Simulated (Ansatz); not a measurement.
The same path of Cl₄H₂OZr (8 atoms, charge 0, multiplicity 1) was run 3 times with different band settings. Lost on the way: O6–H8. Made: Cl2–H8.

Theory: RKS PBE0/def2-SVP (Ansatz 0.2.0).

Relaxed end points:

```xyz
8
Properties=species:S:1:pos:R:3
Zr -0.074 0.066 0.056
Cl 0.316 0.147 2.395
Cl 2.150 -0.110 -0.634
Cl -0.697 2.100 -0.905
Cl -0.914 -1.857 -1.052
O -2.258 -0.088 0.929
H -2.808 -0.810 0.595
H -2.328 -0.077 1.894
```

```xyz
8
Properties=species:S:1:pos:R:3
Zr -0.481 -0.089 -0.316
Cl -0.289 1.116 2.521
Cl 1.675 -0.868 0.188
Cl -0.649 2.168 -0.937
Cl -1.021 -1.234 -2.277
O -1.892 -0.720 0.855
H -2.661 -1.297 0.815
H -1.295 0.293 2.429
```

Common settings: optimiser quadratic models (default); start path through a guess of the saddle point; force threshold 0.05 eV/Å; iteration limit 60; end points relaxed.

| run | movable images | climbing image | spring |
| --- | --- | --- | --- |
| 1 | 5 | yes | 5.0 eV/Å² |
| 2 | 8 | no | 5.0 eV/Å² |
| 3 | 5 | yes | 2.0 to 10.0 eV/Å², energy-weighted |

What does each run give, and how far can it be trusted?

Run 1: converged after 16 iterations, highest image 0.904 eV above the first end. A vibrational analysis at the climbing image gives one clearly imaginary mode, 348i cm⁻¹: a first-order saddle point.
Run 2: converged after 19 iterations, highest image 0.879 eV above the first end. No image climbed, so the highest image needn't sit at the top of the path.
Run 3: converged after 22 iterations, highest image 0.904 eV above the first end. Another band between the same ends (5 images) ends at a top of the same energy, where a vibrational analysis finds 1 clearly imaginary mode.
The orbitals stay closed-shell, which can raise the energy where a bond breaks towards radicals; this wasn't checked here.
